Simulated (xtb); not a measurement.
Cl2La (SMILES [Cl][La][Cl]), doublet, from a rough starting geometry (GFN-xTB shapes and energies of metal compounds can be far from the true ones) (the multiplicity is a formal guess).

Input for xtb:
```
$ xtb mol.xyz --gfn 2 --uhf 1 --opt vtight --json

# file mol.xyz
3

La     0.65484620    -0.05229352     0.76536435
Cl     1.15262507     0.31742073    -1.59511957
Cl    -1.80957792    -0.30051517     0.86445884
```

Q: Predict the dipole moment from GFN2-xTB in xtb 6.7.1.

A: 3.15 D

Q: What total energy at the end of the optimisation does GFN2-xTB give?

A: -10.4138 Eh
